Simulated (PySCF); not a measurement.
C2H8O3Si, SMILES CC[Si](O)(O)O, CAM-B3LYP/def2-SVP optimised geometry.

```
14

C     -1.00    -1.90    -1.66
C     -1.46    -0.45    -1.50
Si    -0.74     0.39     0.00
O     -1.08    -0.41     1.41
O     -1.35     1.93     0.00
O      0.92     0.39     0.00
H     -1.28    -2.50    -0.78
H      0.09    -1.96    -1.75
H     -1.44    -2.37    -2.55
H     -2.56    -0.39    -1.43
H     -1.20     0.15    -2.39
H     -2.01    -0.51     1.63
H     -1.07     2.50     0.72
H      1.35     0.80    -0.75
```

Density from CAM-B3LYP/def2-TZVP (PySCF) at that geometry.

Minimum of the electron density along straight lines between bonded atoms, close to the bond critical point (lines longer than 1.1 times the sum of covalent radii, or with two minima, are not listed):

```tsv
bond	length / Å	ρ at the minimum / e bohr⁻³	∇²ρ there / e bohr⁻⁵	position (fraction from the first atom)
C1–C2	1.531	?	?	0.50
C2–Si3	1.861	0.132	0.15	0.61
Si3–O4	1.654	0.138	0.76	0.41
Si3–O5	1.659	0.137	0.76	0.41
Si3–O6	1.654	0.138	0.76	0.41
C1–H7	1.101	0.274	-0.93	0.64
C1–H8	1.101	0.274	-0.93	0.64
C1–H9	1.100	0.273	-0.93	0.64
C2–H10	1.104	0.267	-0.88	0.64
C2–H11	1.104	0.267	-0.88	0.64
O4–H12	0.962	0.353	-2.39	0.81
O5–H13	0.964	0.351	-2.37	0.81
O6–H14	0.962	0.353	-2.39	0.81
```

### Question
What belongs in the gaps?

### Answer

- C1–C2, ρ at the minimum / e bohr⁻³: 0.240
- C1–C2, ∇²ρ there / e bohr⁻⁵: -0.58
